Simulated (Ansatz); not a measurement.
Steps of a relaxation of F3HSeZr, SMILES `[F][Zr]([F])([F])[SeH]` with RKS PBE0-D4/def2-TZVP.

```sh
$ ansatz run in.yaml --threads 4 --pin off --events-out ev --progress --plain --max-ram 10444MiB
```

```yaml
crystal:
  periodic: [false, false, false]
  atoms:
    - {symbol: F, position_ang: [-0.923100, -1.557720, 1.174880]}
    - {symbol: Zr, position_ang: [0.198560, -0.677210, 0.005640]}
    - {symbol: F, position_ang: [1.982560, -1.112080, 0.175620]}
    - {symbol: F, position_ang: [-0.468700, -0.535920, -1.711850]}
    - {symbol: Se, position_ang: [0.052900, 1.712600, 0.700920]}
    - {symbol: H, position_ang: [-0.842220, 2.170340, -0.345220]}
basis:
  gaussian: {orbitals: def2-TZVP}
hamiltonian: {xc: pbe0, dispersion: d4}
relax: {f_tol: 0.005, max_steps: 150}
```

Positions (Å) and forces (eV/Å) along the path, 21 of 29 steps:

```xyz
6
step=1 energy=-74793.0202 eV
F    -0.923   -1.558    1.175   -0.971   -1.131    1.027
Zr    0.199   -0.677    0.006   -0.295    0.934   -0.237
F     1.983   -1.112    0.176    1.656   -0.631    0.162
F    -0.469   -0.536   -1.712   -0.498   -0.259   -1.441
Se    0.053    1.713    0.701    0.349    1.148    0.826
H    -0.842    2.170   -0.345   -0.240   -0.062   -0.337
6
step=2 energy=-74793.2832 eV
F    -0.923   -1.638    1.161    0.111   -0.021   -0.133
Zr    0.174   -0.618    0.000   -0.036    0.637    0.175
F     1.984   -1.147    0.173   -0.164   -0.070   -0.038
F    -0.480   -0.647   -1.776    0.067   -0.096    0.134
Se    0.082    1.883    0.783   -0.046   -0.402   -0.224
H    -0.836    2.165   -0.341    0.068   -0.048    0.087
6
step=3 energy=-74793.3064 eV
F    -0.908   -1.643    1.140    0.047    0.042   -0.051
Zr    0.168   -0.568    0.012    0.039   -0.132   -0.035
F     1.959   -1.156    0.168   -0.099    0.009   -0.011
F    -0.475   -0.664   -1.765    0.028    0.007    0.077
Se    0.087    1.884    0.784   -0.020    0.086    0.007
H    -0.832    2.145   -0.339    0.005   -0.013    0.013
6
step=4 energy=-74793.3075 eV
F    -0.904   -1.641    1.138    0.019    0.020   -0.024
Zr    0.173   -0.566    0.013    0.000   -0.044   -0.012
F     1.957   -1.171    0.166   -0.033    0.007   -0.004
F    -0.470   -0.660   -1.761    0.014    0.002    0.034
Se    0.083    1.893    0.784    0.001    0.025    0.004
H    -0.839    2.144   -0.339   -0.001   -0.011    0.003
6
step=6 energy=-74793.3078 eV
F    -0.905   -1.637    1.134   -0.007   -0.003    0.003
Zr    0.176   -0.563    0.015    0.000    0.008   -0.001
F     1.955   -1.176    0.165    0.007   -0.001    0.002
F    -0.467   -0.655   -1.759   -0.001   -0.001   -0.004
Se    0.086    1.899    0.782    0.003   -0.002   -0.003
H    -0.845    2.132   -0.337   -0.003   -0.001    0.003
6
step=7 energy=-74793.3078 eV
F    -0.907   -1.634    1.133   -0.008   -0.005    0.005
Zr    0.177   -0.563    0.013    0.002    0.010    0.002
F     1.955   -1.177    0.166    0.008   -0.002    0.002
F    -0.466   -0.658   -1.760   -0.002    0.001   -0.008
Se    0.090    1.900    0.779    0.014   -0.005    0.009
H    -0.850    2.132   -0.332   -0.014    0.001   -0.010
6
step=8 energy=-74793.3083 eV
F    -0.920   -1.616    1.124    0.001    0.006   -0.005
Zr    0.184   -0.562    0.008    0.004   -0.007    0.008
F     1.958   -1.185    0.177   -0.004    0.003    0.000
F    -0.453   -0.666   -1.768   -0.001    0.001   -0.003
Se    0.119    1.906    0.756    0.005    0.000   -0.001
H    -0.889    2.124   -0.297   -0.005   -0.002    0.001
6
step=9 energy=-74793.2992 eV rejected
F    -0.966   -1.551    1.088    0.039    0.038   -0.029
Zr    0.208   -0.560   -0.019   -0.024   -0.026    0.078
F     1.967   -1.206    0.210   -0.026    0.009   -0.011
F    -0.407   -0.727   -1.797    0.009    0.024   -0.017
Se    0.215    1.927    0.681   -0.506    0.053   -0.372
H    -1.017    2.117   -0.163    0.508   -0.099    0.351
6
step=12 energy=-74793.3085 eV rejected
F    -0.962   -1.553    1.095    0.009    0.014   -0.011
Zr    0.206   -0.558   -0.012   -0.012   -0.011    0.018
F     1.965   -1.208    0.205   -0.004    0.004   -0.003
F    -0.410   -0.702   -1.792    0.005    0.005   -0.002
Se    0.202    1.927    0.681   -0.193    0.021   -0.147
H    -1.001    2.094   -0.176    0.194   -0.033    0.143
6
step=13 energy=-74793.3095 eV
F    -0.954   -1.569    1.104   -0.012   -0.011    0.010
Zr    0.201   -0.562   -0.003   -0.007    0.024   -0.033
F     1.964   -1.203    0.197    0.015   -0.008    0.006
F    -0.421   -0.681   -1.784    0.002   -0.012    0.005
Se    0.181    1.921    0.694   -0.001    0.011    0.004
H    -0.972    2.094   -0.208    0.003   -0.004    0.008
6
step=14 energy=-74793.3097 eV
F    -0.973   -1.534    1.092    0.002   -0.001   -0.007
Zr    0.207   -0.556   -0.017    0.005    0.011    0.016
F     1.965   -1.205    0.209    0.003   -0.009   -0.001
F    -0.402   -0.705   -1.800    0.002    0.003    0.004
Se    0.215    1.931    0.667   -0.098   -0.006   -0.079
H    -1.011    2.069   -0.151    0.087    0.002    0.068
6
step=15 energy=-74793.3098 eV
F    -0.973   -1.532    1.089    0.008    0.008   -0.013
Zr    0.214   -0.560   -0.017   -0.043   -0.018   -0.015
F     1.967   -1.220    0.211    0.008    0.011    0.003
F    -0.393   -0.711   -1.800    0.007   -0.004    0.014
Se    0.215    1.931    0.651   -0.090    0.035   -0.058
H    -1.030    2.091   -0.134    0.109   -0.031    0.069
6
step=17 energy=-74793.3102 eV rejected
F    -0.989   -1.512    1.082    0.030    0.030   -0.034
Zr    0.215   -0.555   -0.023   -0.088   -0.121   -0.019
F     1.965   -1.213    0.218    0.049   -0.010    0.010
F    -0.379   -0.724   -1.810    0.002    0.002    0.014
Se    0.235    1.932    0.624    0.017    0.105    0.032
H    -1.046    2.072   -0.090   -0.010   -0.006   -0.003
6
step=18 energy=-74793.3108 eV
F    -0.989   -1.515    1.079    0.000    0.003    0.000
Zr    0.214   -0.558   -0.023   -0.003   -0.001    0.000
F     1.967   -1.213    0.219    0.001    0.000    0.000
F    -0.383   -0.725   -1.808    0.002   -0.001   -0.001
Se    0.235    1.938    0.627    0.002    0.000   -0.001
H    -1.045    2.073   -0.093   -0.003   -0.001    0.003
6
step=19 energy=-74793.3111 eV
F    -1.003   -1.492    1.071    0.010    0.010   -0.011
Zr    0.218   -0.556   -0.031   -0.013   -0.024    0.009
F     1.967   -1.215    0.226    0.005   -0.004    0.000
F    -0.367   -0.740   -1.819    0.001    0.000   -0.001
Se    0.253    1.943    0.599   -0.041    0.021   -0.019
H    -1.068    2.060   -0.047    0.038   -0.003    0.023
6
step=20 energy=-74793.3112 eV
F    -1.013   -1.476    1.064    0.012    0.010   -0.012
Zr    0.220   -0.556   -0.036   -0.016   -0.018    0.011
F     1.967   -1.216    0.232    0.004   -0.006   -0.001
F    -0.356   -0.753   -1.826    0.003    0.000    0.001
Se    0.266    1.947    0.578   -0.072    0.019   -0.031
H    -1.085    2.053   -0.012    0.069   -0.005    0.033
6
step=21 energy=-74793.3114 eV
F    -1.016   -1.468    1.061    0.007    0.004   -0.005
Zr    0.224   -0.556   -0.038   -0.018    0.004    0.002
F     1.968   -1.222    0.233    0.001    0.000   -0.001
F    -0.350   -0.758   -1.827    0.005   -0.002    0.002
Se    0.267    1.951    0.567   -0.041    0.000   -0.020
H    -1.093    2.053    0.004    0.045   -0.007    0.021
6
step=25 energy=-74793.3118 eV
F    -1.039   -1.430    1.046   -0.002   -0.002    0.000
Zr    0.228   -0.553   -0.051    0.000    0.002   -0.002
F     1.966   -1.224    0.244    0.000    0.001    0.000
F    -0.319   -0.789   -1.845    0.001   -0.001    0.001
Se    0.287    1.962    0.515   -0.016    0.002   -0.005
H    -1.123    2.035    0.091    0.018   -0.003    0.006
6
step=26 energy=-74793.3118 eV
F    -1.044   -1.423    1.043    0.001    0.001   -0.002
Zr    0.228   -0.553   -0.053   -0.003   -0.001   -0.002
F     1.966   -1.224    0.246    0.001    0.000    0.000
F    -0.314   -0.795   -1.848    0.000   -0.001    0.002
Se    0.291    1.964    0.505   -0.010    0.002   -0.002
H    -1.128    2.031    0.107    0.011   -0.001    0.003
6
step=28 energy=-74793.3118 eV
F    -1.050   -1.414    1.038    0.003    0.002   -0.002
Zr    0.229   -0.552   -0.056   -0.005   -0.002   -0.001
F     1.965   -1.224    0.249    0.002   -0.001    0.000
F    -0.306   -0.803   -1.852    0.001    0.000    0.002
Se    0.295    1.967    0.491   -0.007    0.001   -0.001
H    -1.134    2.026    0.131    0.007    0.000    0.002
6
step=29 energy=-74793.3118 eV
F    -1.049   -1.414    1.038    0.001    0.001   -0.001
Zr    0.229   -0.552   -0.056   -0.001   -0.001    0.001
F     1.965   -1.224    0.249    0.000    0.000    0.000
F    -0.306   -0.803   -1.852    0.000    0.000    0.000
Se    0.295    1.967    0.492   -0.004    0.000   -0.001
H    -1.133    2.026    0.130    0.004    0.000    0.001
```

It took 110 s on 4 threads of an Arm Neoverse V1 on a shared host, with 0.53 GiB of host memory at the peak.
